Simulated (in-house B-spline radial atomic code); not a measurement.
A calculation on the silver ion Ag⁵⁺: its settings, and results tabulated from the run. Computed with a B-spline radial code for spherical atoms: non-relativistic LC-wPBE, spin-polarised, spherical fractional occupations, exact exchange averaged over the configuration, point nucleus.

Command:
```bash
python run_scf.py task.json out
```
Settings:
```
Z                47
configuration    [Kr] 4d6
hamiltonian      nr
method           lc_wpbe
spin_polarised   True
exact_exchange   averaged over the configuration
```

Output (hartree, bohr):
```
 radial grid: 49 intervals, B-splines of order 8, outer radius 18.2456 bohr

 iter        energy (Eh)    residual
    1       -5177.892018    7.90e-01
    2       -5188.280686    4.36e-01
    3       -5192.512189    1.16e-01
    4       -5192.766483    3.34e-02
    5       -5192.779731    1.43e-02
    6       -5192.783704    1.73e-03
    7       -5192.783730    1.73e-04
    8       -5192.783730    3.15e-05
    9       -5192.783730    1.82e-06
   10       -5192.783730    6.22e-08

 total energy                     -5192.78373
 kinetic                            5190.6105
 electron-nucleus                 -12247.6397
 Hartree                            2007.2995
 exact exchange                       -9.0744
 exchange-correlation               -133.9795

 orbital      occ     eigenvalue          <r>       <r^2>       <1/r>     <1/r^2>       <r^4>       r_max
 1s up      1.000      -904.5237    0.0323888  0.00140344     46.4816        4338 4.98569e-06     0.02144
 1s down    1.000      -904.5241    0.0323887  0.00140343     46.4817     4338.01  4.9856e-06     0.02144
 2s up      1.000      -133.1271     0.140487   0.0231872     10.5723     454.404 0.000914789      0.1191
 2s down    1.000      -133.0897     0.140473   0.0231832     10.5737      454.53 0.000914547      0.1191
 2p up      3.000      -124.0772     0.120032   0.0175325     10.5731      151.56 0.000604388      0.0934
 2p down    3.000      -124.0501     0.120015   0.0175275     10.5745     151.596  0.00060409     0.09339
 3s up      1.000       -26.8291     0.380983    0.165821     3.76508     86.9852   0.0419908      0.3443
 3s down    1.000       -26.8138     0.380878    0.165685     3.76493     86.9524   0.0418698      0.3444
 3p up      3.000       -23.1872     0.372949    0.161329      3.6816     28.7786   0.0417238       0.331
 3p down    3.000       -23.1684      0.37282    0.161156     3.68141     28.7667   0.0415612      0.3311
 3d up      5.000       -16.4681     0.345231    0.141808     3.52936     15.6605    0.037502      0.2741
 3d down    5.000       -16.4367     0.345179    0.141691     3.52869     15.6525   0.0373505      0.2743
 4s up      1.000        -6.2649      0.92358    0.962143     1.47967     17.4291     1.36181      0.8441
 4s down    1.000        -6.1214     0.922293    0.960292     1.48391     17.5596      1.3615      0.8421
 4p up      3.000        -5.0878     0.978538     1.08848     1.37801     5.52416     1.79685       0.879
 4p down    3.000        -4.9252      0.97685     1.08587     1.38261     5.56804     1.79577      0.8761
 4d up      5.000        -3.1193      1.14315     1.51533     1.14791     2.43174     3.77903       0.976
 4d down    1.000        -2.9805      1.15309     1.54763     1.14192     2.41493     4.00384      0.9745

 Slater integrals (Eh)
   F0(4p up,4p up)               0.918560
   F2(4p up,4p up)               0.485379
   F0(4p up,4p down)             0.919398
   F2(4p up,4p down)             0.485381
   F0(4p up,4d up)               0.845892
   F2(4p up,4d up)               0.432763
   G1(4p up,4d up)               0.550156
   G3(4p up,4d up)               0.340951
   F0(4p up,4d down)             0.842203
   F2(4p up,4d down)             0.429417
   F0(4p down,4p down)           0.920242
   F2(4p down,4p down)           0.485394
   F0(4p down,4d up)             0.846495
   F2(4p down,4d up)             0.432473
   F0(4p down,4d down)           0.842801
   F2(4p down,4d down)           0.429127
   G1(4p down,4d down)           0.545241
   G3(4p down,4d down)           0.337274
   F0(4d up,4d up)               0.788598
   F2(4d up,4d up)               0.403806
   F4(4d up,4d up)               0.268358
   F0(4d up,4d down)             0.785464
   F2(4d up,4d down)             0.401194
   F4(4d up,4d down)             0.266298
   (list cut)
```

Time taken, with all properties: 1.3 s on 1 thread of Arm Neoverse N1 (shared host).
